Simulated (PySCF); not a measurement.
Input of a response calculation (the driver script's job line, then coordinates in Å):

```
{"job": {"kind": "uv", "xc": "CAM-B3LYP", "basis": "def2-SVPD", "nstates": 8, "ntriplets": 3}, "charge": 0, "multiplicity": 1}
Cl    -1.141059     2.032612     0.830553
Si    -0.859445     0.175633     0.142497
Br    -2.025233    -0.200434    -1.704925
Br    -1.494267    -1.360268     1.593203
C      0.958338    -0.158139    -0.323320
Br     2.155833     0.264441     1.174386
H      1.280186     0.458144    -1.160493
H      1.134706    -1.202577    -0.576467
```

The program printed, after the SCF cycles:

```
converged SCF energy = -8510.8078212337

Static polarisability (au): isotropic 112.733, principal 99.648 107.717 130.835

Singlet excitations
state   eV       nm        f      main configurations
  1   5.7139    217.0   0.01633   H->L 0.48, H->L+1 0.39
  2   5.8241    212.9   0.00145   H-1->L 0.48, H-1->L+1 0.39
  3   6.4559    192.0   0.01454   H-2->L 0.48, H-2->L+1 0.27
  4   6.7327    184.2   0.01661   H-3->L 0.33, H-4->L 0.17, H->L 0.12
  5   6.7863    182.7   0.02530   H-3->L+1 0.22, H-3->L 0.18, H->L+1 0.14
  6   7.0433    176.0   0.03197   H-5->L 0.20, H-2->L 0.17, H-2->L+1 0.14
  7   7.1925    172.4   0.02314   H-4->L 0.28, H->L+1 0.20, H->L+2 0.13
  8   7.3298    169.2   0.00199   H-1->L+1 0.31, H-1->L 0.27, H-2->L+1 0.22

Triplet excitations (Tamm-Dancoff, eV): 5.0529 5.1577 5.9921
```

Computed with PySCF 2.14.0, density-fitted response routines, TDDFT CAM-B3LYP/def2-SVPD, vertical, gas phase, core orbitals frozen in the response. One conformer (not necessarily the lowest) at the GFN2-xTB geometry, without solvent, vibrations or thermal averaging. Relativistic effects, spin–orbit coupling among them, are left out although an element past zinc is present.

Q: What is the polarisability anisotropy, √(½[(α1 − α2)² + (α2 − α3)² + (α3 − α1)²])?

A: 28.04 au.

Q: Give the mean polarisability in Å³.

A: 112.73 au × 0.148185 = 16.70 Å³.

Q: Which orbital energies lie behind H and L?

A: HOMO -9.55 eV and LUMO -0.16 eV, a gap of 9.38 eV; state 1 differs from that by -3.67 eV.

Q: What is the total energy of state 2 at this geometry?

A: -8510.80782 + 0.21403 = -8510.59379 hartree.

Q: What is the gap between the lowest singlet and the lowest triplet?

A: 5.7139 − 5.0529 = 0.6610 eV (full response against Tamm–Dancoff).

Q: Write the structure that the coordinates describe.

A: `Cl[Si](Br)(Br)CBr` (CH2Br3ClSi), point group C1.

H and L stand for HOMO and LUMO.

Time: 1.7 min wall; peak memory 1.0 GiB. Hardware: Arm Neoverse N1, one thread, on a shared host.

Conformer computed: `[Cl:1][Si:2]([Br:3])([Br:4])[CH2:5][Br:6]`: Cl1–Si2–C5–Br6 54°.
